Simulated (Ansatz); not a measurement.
C₃H₁₂GaN (`[CH3][Ga-]([CH3])([CH3])[NH3+]`), 17 atoms. Total charge 0; spin multiplicity 1. Correlated methods include outer-core shells of Ga, which these sets cover unevenly. Scalar relativity is left out up to krypton. All runs use 4 threads of an Arm Neoverse V2 on a shared host. Correlated methods freeze the cores.

(1) Give the basis size and wall time and peak host memory of each of these runs in Ansatz. RKS revPBE-D4/def2-TZVPP energy; RKS LC-ωPBE/def2-TZVPP energy; RKS ωB97M-V/def2-QZVPP energy; RKS PBE0-D4/def2-SVP energy; RKS PBE0-D4/def2-QZVPP energy; RKS PBE0-D4/def2-TZVP relaxation (5 steps); RHF-CCSD(T)/def2-SVP energy; direct RPA on PBE orbitals/def2-TZVPP energy; RKS ωB97M-V/def2-TZVPP energy and forces; RHF-MP2/def2-QZVPP energy; RKS HSE06 (plane-wave form)-D4/def2-TZVPP energy; RKS ωB97M-V/def2-SVP energy. (An estimate is asked.)

## Answers

(1) Computed: Other jobs shared the machine, so times are rough.

```csv
level,job,functions,wall time,peak host memory (GiB)
RKS PBE0-D4/def2-SVP,energy,148,1.7 s,0.45
RKS revPBE-D4/def2-TZVPP,energy,340,3 s,0.55
RKS LC-ωPBE/def2-TZVPP,energy,340,3.9 s,0.84
RKS HSE06 (plane-wave form)-D4/def2-TZVPP,energy,340,5.5 s,1.2
RKS ωB97M-V/def2-SVP,energy,148,7 s,0.61
direct RPA on PBE orbitals/def2-TZVPP,energy,340,9 s,1.2
RKS PBE0-D4/def2-QZVPP,energy,677,16 s,3.2
RKS ωB97M-V/def2-TZVPP,energy and forces,340,18 s,1.7
RHF-CCSD(T)/def2-SVP,energy,148,25 s,1.3
RKS PBE0-D4/def2-TZVP,relaxation (5 steps),244,28 s,0.83
RKS ωB97M-V/def2-QZVPP,energy,677,33 s,3.9
RHF-MP2/def2-QZVPP,energy,677,48 s,6.8
```

LC-ωPBE has ω = 0.4 bohr⁻¹.
